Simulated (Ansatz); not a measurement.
`CC[N](C)[GeH3]`, relaxed with RKS PBE-D4/def2-SVP in Ansatz from a rough embedded geometry. The force threshold is 0.03 eV/Å; the program also tests the step.

The species carries charge 0 and has multiplicity 1.

Start:

```xyz
16

C    -0.751   -1.861   -0.409
C    -0.449   -0.773    0.545
N    -0.367    0.549   -0.133
C    -0.433    1.564    0.923
Ge    1.324    0.711   -0.934
H    -0.951   -2.834    0.043
H     0.097   -2.029   -1.157
H    -1.656   -1.627   -1.038
H     0.530   -1.017    1.082
H    -1.256   -0.759    1.286
H    -0.366    2.623    0.380
H    -1.452    1.574    1.358
H     0.278    1.528    1.625
H     2.469    0.391    0.041
H     1.522    2.191   -1.417
H     1.460   -0.230   -2.195
```

```
        step  energy (eV)  largest force (eV/Å)  largest move (Å)
           1  -61272.1397                 6.886             0.000
           2  -61272.6964                 1.807             0.141
           3  -61272.7765                 0.363             0.120
4 (rejected)  -61272.7725                 0.677             0.172
           5  -61272.7972                 0.055             0.085
           6  -61272.8042                 0.107             0.098
           7  -61272.8069                 0.210             0.120
           8  -61272.8116                 0.113             0.045
           9  -61272.8151                 0.018             0.065
          10  -61272.8167                 0.057             0.099
          11  -61272.8173                 0.022             0.019
```

End:

```xyz
16

C    -0.568   -1.894   -0.434
C    -0.564   -0.756    0.583
N    -0.216    0.546    0.023
C    -0.387    1.619    0.989
Ge    1.273    0.697   -1.092
H    -0.956   -2.821    0.032
H     0.449   -2.123   -0.817
H    -1.212   -1.645   -1.302
H     0.102   -1.031    1.446
H    -1.586   -0.664    1.022
H    -0.163    2.603    0.529
H    -1.444    1.651    1.340
H     0.253    1.519    1.905
H     2.607    0.240   -0.410
H     1.361    2.204   -1.443
H     1.051   -0.145   -2.374
```

Run time 26 s (4 threads of an Arm Neoverse V1 on a shared host); peak host memory 0.21 GiB.
